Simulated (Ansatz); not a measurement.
Reaction (dimerisation): 2 `C[N](C)[AlH][Cl]` → `C[N+]1(C)[Al@H-]([Cl])[N+](C)(C)[Al@@H-]1[Cl]`

Program: Ansatz. Geometries: PBE0-D4/def2-TZVP. ΔE: electronic, gas phase. CCSD(T)/CBS is the MP2 limit (def2-TZVPP, def2-QZVPP) plus CCSD(T) − MP2 in def2-TZVPP, frozen cores. DFT in def2-TZVPP. One conformer a species, not always the lowest.

```
             level  ΔE (eV)
        r2SCAN0-D4    -2.74
              BLYP    -1.70
           r2SCANh    -2.56
      MP2/def2-SVP    -2.92
    MP2/def2-TZVPP    -2.73
SCS-MP2/def2-TZVPP    -2.59
     HF/def2-QZVPP    -2.11
      HF/CBS(def2)    -2.10
```

**Question.** What does CCSD(T)/CBS give? (Estimate.)

**Answer.** Computed: -2.68 eV. The listed levels differ from it by -0.06, 0.98, 0.12, -0.24, -0.05, 0.09, 0.57, 0.58 eV.

Largest T1 diagnostic among the species: 0.011.

At CCSD(T), def2-SVP lies −0.19 eV from the extrapolated value and def2-TZVPP +0.00 eV. Leaving LDA and LC-ωPBE aside and taking each functional with its dispersion term where it has one, the values, not all of them listed here, spread over 0.45 eV, from r2SCAN0-D4 to B2PLYP. LDA lies −0.62 eV from PBE without D4.
